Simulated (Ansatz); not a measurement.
```yaml
atoms:
  - { symbol: B, position_ang: [0.0035, 0.0072, -0.7929] }
  - { symbol: B, position_ang: [0.0036, 0.0083, 0.7911] }
```

Basis set: def2-TZVP (spherical functions). Left uncorrelated: 2 orbitals. Charge 0, multiplicity 3.

Computed with Ansatz (development build ahead of 0.2.0); each method stands on the lowest determinant of its kind that the runs found.

(1) Give the atomization energy at this shape (free ground-state atoms in the same class of orbitals less the molecule, no zero-point energy) of triplet B₂ by UHF-MP2, UHF.

## Answers

(1)

| method | atomization energy |
| --- | --- |
| UHF-MP2 | 2.64 eV |
| UHF | 2.37 eV |

Caution: the unrestricted determinant is a mixture of spin states.
